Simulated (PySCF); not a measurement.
One of the candidates below gave these computed data.

All candidates are C5H11B.

| technique | computed result |
| --- | --- |
| Dipole | 0.65 D [PBE0/def2-SVPD] |
| Rotational structure | rotational constants A, B, C: 8.609, 1.462, 1.356 GHz [PBE0-D3(BJ)/def2-SVP] |
| UV, first state | lowest singlet excitation: 4.73 eV (262 nm, f = 0.006) [TDDFT PBE0/def2-SVPD] |
| UV, strongest line | among the 6 lowest singlet transitions: S6 at 7.07 eV (175 nm, f = 0.039) [TDDFT PBE0/def2-SVPD] |
| Polarisability | 78.7 au [PBE0/def2-SVPD] |

Electronic properties: PySCF, gas phase, density fitting. Levels stand in brackets. The structure is a single PBE0-D3(BJ)/def2-SVP conformer in the gas phase; no vibrational or solvent corrections.

Question: Which candidate is it?
A. `BC[C@H](C)C=C`
B. `CBC/C=C\C`
C. `B/C=C(/C)CC`
D. `B[C@@H]1CC[C@H]1C`

Answer: B. It is `CBC/C=C\C`. Numbering: `[CH3:1][BH:2][CH2:3]/[CH:4]=[CH:5]\[CH3:6]`. S1 is mainly HOMO→LUMO (weight 0.98); the largest Löwdin shares of the orbital it empties are 0.33 on an alkene CH carbon, 0.31 on an alkene CH carbon, 0.09 on an sp3 carbon bound to boron and 0.07 on the allylic carbon, of the orbital it fills 0.48 on the three-coordinate boron, 0.13 on an sp3 carbon bound to boron, 0.12 on an sp3 carbon bound to boron and 0.09 on the B–H hydrogen. The optimised geometry has point group C1 and is an asymmetric top.

The others, at the same levels:
- `BC[C@H](C)C=C` fails: its computed lowest singlet excitation is 5.13 eV (242 nm, f = 0.000) (against 4.73 eV), strongest line among the 6 lowest singlet transitions is S6 at 7.38 eV (168 nm, f = 0.405) (against S6 at 7.07 eV) and rotational constant A is 5.895 GHz (against 8.609 GHz).
- `B[C@@H]1CC[C@H]1C` fails: its computed lowest singlet excitation is 5.20 eV (239 nm, f = 0.005) (against 4.73 eV), strongest line among the 6 lowest singlet transitions is S4 at 6.42 eV (193 nm, f = 0.017) (against S6 at 7.07 eV) and static isotropic polarisability is 74.0 au (against 78.7 au).
- `B/C=C(/C)CC` fails: its computed lowest singlet excitation is 5.08 eV (244 nm, f = 0.001) (against 4.73 eV), strongest line among the 6 lowest singlet transitions is S2 at 5.21 eV (238 nm, f = 0.344) (against S6 at 7.07 eV) and static isotropic polarisability is 80.8 au (against 78.7 au).

Each candidate is one conformer, not necessarily the lowest. The conformers computed, where there is a choice (atom-mapped SMILES and torsion angles):
- `[CH3:1][BH:2][CH2:3]/[CH:4]=[CH:5]\[CH3:6]`: C1–B2–C3–C4 159°, B2–C3–C4–C5 100°
- `[BH2:1][CH2:2][C@H:3]([CH3:4])[CH:5]=[CH2:6]`: B1–C2–C3–C4 -68°, C2–C3–C5–C6 -119°
- `[BH2:1]/[CH:2]=[C:3](/[CH3:4])[CH2:5][CH3:6]`: C2–C3–C5–C6 -97°
